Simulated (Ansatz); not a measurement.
Consider the isomerisation: `C[N]=[Mo]([NH2])(=[O])[N](C)C` → `C[N]=[Mo]([NH2])(=[N]C)[O]C`.

Computed with Ansatz on PBE0-D4/def2-TZVP structures; ΔE is electronic, products minus reactants. CCSD(T)/CBS is the MP2 limit (def2-TZVPP, def2-QZVPP) plus CCSD(T) − MP2 in def2-TZVPP, frozen cores. DFT in def2-TZVPP. HSE06 is defined as in plane-wave codes. Elements past krypton have def2 core potentials. For Mo outer-core shells are correlated without core-valence functions, which leaves a few kJ/mol of doubt a bond. One conformer a species, not always the lowest.

```json
{"level": "LDA (SPW92)", "ΔE (kJ/mol)": "66.9", "difference from CCSD(T)/CBS": "9.0"}
{"level": "r2SCAN-D4", "ΔE (kJ/mol)": "65.1", "difference from CCSD(T)/CBS": "7.2"}
{"level": "r2SCANh-D4", "ΔE (kJ/mol)": "63.2", "difference from CCSD(T)/CBS": "5.3"}
{"level": "r2SCAN0-D4", "ΔE (kJ/mol)": "60.4", "difference from CCSD(T)/CBS": "2.5"}
{"level": "BHLYP-D4", "ΔE (kJ/mol)": "52.2", "difference from CCSD(T)/CBS": "-5.7"}
{"level": "CAM-B3LYP-D4", "ΔE (kJ/mol)": "58.4", "difference from CCSD(T)/CBS": "0.5"}
{"level": "B2PLYP", "ΔE (kJ/mol)": "59.0", "difference from CCSD(T)/CBS": "1.1"}
{"level": "PBE-QIDH", "ΔE (kJ/mol)": "60.7", "difference from CCSD(T)/CBS": "2.8"}
{"level": "HSE06", "ΔE (kJ/mol)": "58.1", "difference from CCSD(T)/CBS": "0.2"}
{"level": "RPA@PBE/def2-TZVPP", "ΔE (kJ/mol)": "65.1", "difference from CCSD(T)/CBS": "7.2"}
{"level": "HF/def2-SVP", "ΔE (kJ/mol)": "33.9", "difference from CCSD(T)/CBS": "-24.0"}
{"level": "MP2/def2-SVP", "ΔE (kJ/mol)": "64.0", "difference from CCSD(T)/CBS": "6.1"}
{"level": "CCSD/def2-SVP", "ΔE (kJ/mol)": "54.0", "difference from CCSD(T)/CBS": "-3.9"}
{"level": "CCSD/def2-TZVPP", "ΔE (kJ/mol)": "55.5", "difference from CCSD(T)/CBS": "-2.4"}
{"level": "HF/def2-QZVPP", "ΔE (kJ/mol)": "38.1", "difference from CCSD(T)/CBS": "-19.8"}
{"level": "CCSD/CBS(def2)", "ΔE (kJ/mol)": "52.5", "difference from CCSD(T)/CBS": "-5.4"}
{"level": "CCSD(T)/CBS", "ΔE (kJ/mol)": "57.9", "difference from CCSD(T)/CBS": "0"}
```

Largest T1 diagnostic among the species: 0.020, so the coupled-cluster value is less sure than usual.

From PBE to PBE0 (25 % exact exchange), in def2-TZVPP and without D4, ΔE moves by −3.9 kJ/mol. In def2-TZVPP, CCSD(T) changes the Hartree–Fock value by +22.8 kJ/mol (the triples alone add +5.4 kJ/mol) and MP2 by +22.4 kJ/mol.

CCSD(T)/CBS has its own doubt, a few kJ/mol and more with outer-core shells, so smaller differences from it don't rank the levels.
